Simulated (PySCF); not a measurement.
## Radial density of Br⁺ (bromine, charge +1)

M06, [Ar] 3d10 4s2 4p3 5s1, high-spin 5S determinant (an excited configuration). Computed with PySCF 2.14 in aug-cc-pVTZ-PP with one added diffuse shell each of s, d, f type with ECP10MDF (7s5p5d3f, 68 functions), with a scalar-relativistic core potential. This is the valence pseudo-density: the core potential removes the inner electrons and smooths the orbitals near the nucleus.

| r (bohr) | 4πr²ρ (e/bohr) | 4πr²(ρα − ρβ) |
| --- | --- | --- |
| 0.000576 | 2.338e-05 | 0.0000 |
| 0.000968 | 6.598e-05 | 0.0000 |
| 0.00163 | 0.0001853 | 0.0000 |
| 0.00274 | 0.0005139 | 0.0000 |
| 0.00461 | 0.001377 | 0.0000 |
| 0.00775 | 0.003412 | 0.0000 |
| 0.0130 | 0.007445 | 0.0001 |
| 0.0219 | 0.01461 | 0.0002 |
| 0.0369 | 0.02780 | 0.0003 |
| 0.0620 | 0.1078 | 0.0007 |
| 0.104 | 0.8490 | 0.0028 |
| 0.176 | 5.448 | 0.0309 |
| 0.295 | 21.56 | 0.2745 |
| 0.497 | 34.00 | 0.3268 |
| 0.835 | 12.10 | 0.1964 |
| 1.41 | 4.326 | 1.9433 |
| 2.36 | 1.574 | 1.1127 |
| 3.98 | 0.3748 | 0.3681 |
| 6.69 | 0.06599 | 0.0660 |
| 11.2 | 0.0002854 | 0.0003 |

Energies and moments cover only the electrons outside the core potential. The outer electron is Rydberg-like, and this basis confines it to a smaller radius and binds it less than a complete one would.
